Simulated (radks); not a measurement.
Question: The mean radii <r> (bohr) of the occupied orbitals of an atom or ion are listed with their occupations. All-electron calculation, scalar-relativistic Kohn-Sham, r2SCAN, spin-polarised, spherical densities, finite nucleus; meta-GGA in the generalised Kohn-Sham scheme; Fermi nuclear charge, rms radius of each element as measured or else 0.836 A^(1/3) + 0.57 fm. Program: a radial shooting solver on a logarithmic mesh with Libxc functionals.

| orbital | occ. | <r> |
|---|---|---|
| 1s | 2 | 0.02037 |
| 2s | 2 | 0.08566 |
| 2p | 6 | 0.07591 |
| 3s | 2 | 0.2100 |
| 3p | 6 | 0.2060 |
| 4s | 2 | 0.4012 |

Name the element and its charge. Open shells, if any, are filled with parallel spins first.

Answer: Z = 68, erbium, charge +48: Er48+ in [Ar] 4s2. The 1s radius gives Z: for a bare nucleus <r> = (2 gamma + 1)/(2Z) with gamma = sqrt(1 - (Z/c)^2), 0.02012 bohr for Z = 68, and screening makes it slightly larger (0.02037 here). The occupations add up to 20, and the charge is Z minus that.
